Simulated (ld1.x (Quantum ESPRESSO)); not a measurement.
**Reading a pseudo-wave (B)**

Columns: radius, all-electron u(r) and pseudo u(r) of the 2p shell (level -5.68 eV) of boron in the configuration [He] 2s2 2p0.75; PBEsol, non-relativistic, ultrasoft scheme, ld1.x (Quantum ESPRESSO) 7.5.

```tsv
r (bohr)	all-electron	pseudo
0.148	0.0560	0.0104
0.295	0.1630	0.0405
0.443	0.2767	0.0884
0.590	0.3782	0.1499
0.738	0.4632	0.2213
0.885	0.5309	0.2965
1.033	0.5825	0.3714
1.180	0.6179	0.4403
1.328	0.6393	0.4999
1.475	0.6487	0.5468
1.623	0.6482	0.5798
1.770	0.6399	0.5981
1.918	0.6252	0.6030
2.065	0.6059	0.5962
2.213	0.5830	0.5800
2.360	0.5578	0.5575
2.508	0.5308	0.5311
2.655	0.5030	0.5031
2.802	0.4749	0.4749
2.950	0.4468	0.4468
3.098	0.4191	0.4191
3.245	0.3923	0.3923
3.393	0.3664	0.3664
3.540	0.3417	0.3417
3.688	0.3180	0.3180
3.835	0.2958	0.2958
```

Problem. How many radial nodes do the two functions have?

Solution. The all-electron 2p function has n − l − 1 = 0; the pseudo-wave has 0.

Problem. At about which radius was the pseudo-wave matched?

Solution. 2.85 bohr. The columns agree to 0.0005 from 2.36 bohr on; several derivatives are matched, so the curves merge somewhat inside the radius.

Problem. Is the pseudo-wave norm-conserving?

Solution. No, it belongs to an ultrasoft set: the norm inside the radius is not constrained, and the difference is carried by the augmentation charge.
